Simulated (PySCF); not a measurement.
C2H6Cl4Si2, SMILES Cl[SiH](Cl)CC[SiH](Cl)Cl at its CAM-B3LYP/def2-SVP optimised geometry (Å):

```
14

Si    -2.4012    -2.0892     2.9596
Cl    -4.4534    -2.1310     2.7876
Cl    -1.6779    -4.0239     2.9878
C     -1.6779    -1.1941     1.4928
C     -0.1428    -1.1632     1.4731
Si     0.5890    -0.2830     0.0000
Cl    -0.0577     1.6776     0.0000
Cl    -0.0607    -1.1991    -1.7303
H     -2.0558    -1.4627     4.2545
H     -2.0887    -0.1701     1.4939
H     -2.0671    -1.6776     0.5816
H      0.2580    -0.6671     2.3747
H      0.2650    -2.1886     1.4798
H      2.0671    -0.2830     0.0000
```

Level of theory: CAM-B3LYP/def2-TZVP (PySCF 2.14.0). Cells within 0.4 Å of a nucleus heavier than hydrogen are left out (blank, or x).

Map of the HOMO amplitude (bohr^(-3/2)) on the plane z = 0.0 Å; orbital energy -9.85 eV, overall sign arbitrary:

```
|66666666666666666666666666666|
|66666666666666666666666666666|
|66666666666666666666666666666|
|66666666666666666666666666666|
|66666666666666777666666666666|
|66666666666667777766666666666|
|66666666666667888776666666666|
|66666666666667998776666666666|
|6666666666555xx98776666666666|
|6666666665544xxx8766666666666|
|66666666655433x66666666666666|
|66666666655544456655555666666|
|66666666555555555554455566666|
|66666665555666666543344556666|
|666666555556677xx532124556666|
|666666555556788xxx32003556666|
|6666655555567898x643224556666|
|66666555455678998754445556666|
|66666554445678898765555566666|
|66666554445567787766656666666|
|66666555555566777666666666666|
|66666655555566666666666666666|
|66666666556666666666666666666|
|66666666666666666666666666666|
|66666666666666666666666666666|
|66666666666666666666666666666|
|66666666666666666666666666666|
|66666666666666666666666666666|
|66666666666666666666666666666|
```
Scale: ten equal steps from -0.110 (start of '0') to 0.058 (end of '9'), in the order '0123456789'; x runs from -4.50 to 4.50, y from -4.50 (bottom) to 4.50 (top).
